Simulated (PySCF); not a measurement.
A GIAO shielding run with PySCF (density fitting, non-relativistic, gas phase) on SMILES O=C(Cl)c1ccco1, C$_{5}$H$_{3}$ClO$_{2}$:

```
$ OMP_NUM_THREADS=1 python probes_run.py task.json out

{"job": {"kind": "nmr", "xc": "PBE0", "basis": "STO-3G", "pop": true}, "charge": 0, "multiplicity": 1}
O      2.682537     0.335511     0.963594
C      1.993167     0.416080    -0.002923
Cl     2.647078     0.914575    -1.578217
C      0.566641     0.126547    -0.029791
C     -0.249196    -0.275678     1.000354
C     -1.542600    -0.425909     0.437494
C     -1.408428    -0.104907    -0.887783
O     -0.145538     0.227592    -1.173285
H      0.066646    -0.435439     2.028598
H     -2.456565    -0.732049     0.941238
H     -2.111482    -0.073550    -1.716792
```

Hardware: 1 thread of an Arm Neoverse V1, shared host. The job also computes population analyses, field gradients, ring-centre shieldings.

(1) How large is the calculation?

(2) How long does it take, and how much memory does it need?

(3) And these other runs on the same molecule and hardware: GIAO shielding at BHandHLYP/pcSseg-1; GIAO shielding at BP86/pcSseg-1; GIAO shielding at PBE0/6-311+G(2d,p); GIAO shielding at PBE0/6-31G; GIAO shielding at PBE0/6-31G*?

## Answers

(1) 66 electrons, 47 basis functions and 711 auxiliary functions.

(2) 4.4 s of wall time, with 15 SCF cycles and 5 response iterations; peak memory 0.48 GiB. Times on a shared host scatter by some tens of per cent.

(3) BHandHLYP/pcSseg-1: 158 functions, 15 s; BP86/pcSseg-1: 158 functions, 24 s; PBE0/6-311+G(2d,p): 242 functions, 35 s; PBE0/6-31G: 82 functions, 8.6 s; PBE0/6-31G*: 122 functions, 13 s.
